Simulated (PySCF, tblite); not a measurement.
Isomers of C7H11O2P. All values are computed: GFN2-xTB (tblite) harmonic vibrations without scaling, gas phase. This tight-binding method is rough: wavenumbers can miss measured ones by several per cent, in bad cases by 10 to 20. Modes of hydrogen on phosphorus can be 10 to 20 % off. One conformer each.

Electronic energies: PBE0/pcSseg-1 single points on the GFN2-xTB geometries (PySCF, gas phase).

| SMILES | electronic energy, lowest = 0 (kcal/mol) |
| --- | --- |
| CC[P@@](C)(=O)c1ccco1 | 0.0 |
| CC#CP1(=O)CCOCC1 | 32.3 |
| OCCCPc1ccco1 | 32.1 |

How do GFN2-xTB zero-point energies change the relative energies?

| SMILES | ZPE (kcal/mol) | of it from modes above 1550 cm⁻¹ | electronic (kcal/mol) | with ZPE, lowest = 0 (kcal/mol) | lowest mode (cm⁻¹) | rings |
| --- | --- | --- | --- | --- | --- | --- |
| CC[P@@](C)(=O)c1ccco1 | 103.6 | 50.3 | 0.0 | 0.0 | 36 | 1 |
| OCCCPc1ccco1 | 103.3 | 49.4 | 32.1 | 31.8 | 7i | 1 |
| CC#CP1(=O)CCOCC1 | 103.7 | 49.8 | 32.3 | 32.4 | 12i | 1 |

The zero-point energies span 0.4 kcal/mol, from `OCCCPc1ccco1` to `CC#CP1(=O)CCOCC1`. Slightly imaginary modes are left out of the zero-point energy: `OCCCPc1ccco1` 6.8i cm⁻¹ and `CC#CP1(=O)CCOCC1` 11.8i cm⁻¹. The order is unchanged.

And how do the electronic energies of GFN2-xTB itself compare?

`CC[P@@](C)(=O)c1ccco1` 0.0; `OCCCPc1ccco1` 44.5; `CC#CP1(=O)CCOCC1` 29.9 kcal/mol, lowest = 0. Against the energies above, taken from the same isomer `CC[P@@](C)(=O)c1ccco1`, the largest difference is 12.4 kcal/mol.
